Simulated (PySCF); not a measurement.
An unknown is described by computed data only.

Elements present: As, C, H and N. Monoisotopic mass: 116.9560 u.

* Polarisability: 60.2 au [wB97X-D/def2-SVPD]
* Triplet: lowest triplet excitation (Tamm–Dancoff): 5.36 eV [TDA wB97X-D/def2-SVPD]
* Couplings: largest of the computed one-bond spin–spin couplings (means over like bonds): 13C–1H +148.7 (×2), 13C–13C +69.7, 15N–13C -18.6 Hz [B3LYP/pcJ-1 (pcSseg-1 on As)]
* UV, strongest line: among the 10 lowest singlet transitions: S3 at 7.00 eV (177 nm, f = 0.201) [TDDFT wB97X-D/def2-SVPD]
* Dipole: 3.65 D [wB97X-D/def2-SVPD]
* NMR, other nuclei: isotropic shieldings of nuclei other than C and H, by class: -18 (1 N), 1592 (1 As) ppm [GIAO KT3/pcSseg-2]
* UV, first state: lowest singlet excitation: 6.43 eV (193 nm, f = 0.092) [TDDFT wB97X-D/def2-SVPD]
* Rotational structure: rotational constants A, B, C: 18.668, 2.077, 1.927 GHz [PBE0-D3(BJ)/def2-SVP]
* 13C NMR: chemical shifts (computed TMS as zero) by class: 115.8 (1 C), 4.5 (1 C) ppm [GIAO KT3/pcSseg-2]
* XPS: C1s 292.2, C1s 292.3, N1s 404.9 eV [ΔSCF SCAN, pcX-2 on the ionised atom, pcseg-1 elsewhere, spin-free X2C]

Gas-phase values; electronic properties from PySCF, density fitting. Levels stand in brackets. Isolated species at its PBE0-D3(BJ)/def2-SVP geometry (one conformer only). The calculation (core ionisation apart) is non-relativistic and has no spin–orbit coupling, an omission that weighs most on arsenic. NMR classes are plain means over equivalent atoms (diastereotopic ones count apart unless rotation or inversion swaps them), as if these changed places fast.

**Question.** Which formula fits the mass and the elements?

**Answer.** C2H4AsN (calculated 116.9560). No other formula that holds each of these elements comes within 0.0003 u with a fitting electron parity and a possible valence count.

**Question.** Give a SMILES that accounts for the data.

**Answer.** Numbering: `[N:1]#[C:2][CH2:3][AsH2:4]`. 2 carbons fall into 2 classes; from least to most shielded: nitrile carbon [C2] (115.8 ppm), sp3 carbon next to a nitrile [C3] (4.5 ppm). The other shieldings belong to: -18 ppm, nitrile nitrogen [N1]; 1592 ppm, arsenic bonded to C and 2 H [As4]. The couplings run between: +148.7 Hz, sp3 carbon next to a nitrile [C3] and its hydrogen (with 1 like pair); +69.7 Hz, nitrile carbon [C2] and sp3 carbon next to a nitrile [C3]; -18.6 Hz, nitrile nitrogen [N1] and nitrile carbon [C2]. The core levels belong to: C1s 292.2 eV, sp3 carbon next to a nitrile [C3]; C1s 292.3 eV, nitrile carbon [C2]; N1s 404.9 eV, nitrile nitrogen [N1]. No core level of As was computed. The optimised geometry has point group Cs and is an asymmetric top. Structure: `N#CC[AsH2]`. The assignments are read from this structure; whether some other isomer fits the data as well wasn't checked. NMR values of atoms bound to As lack the spin–orbit term that these neighbours bring.

Shape of the structure used: `[N:1]#[C:2][CH2:3][AsH2:4]`: H–As4–C3–C2 46°, H–As4–C3–C2 -46°.
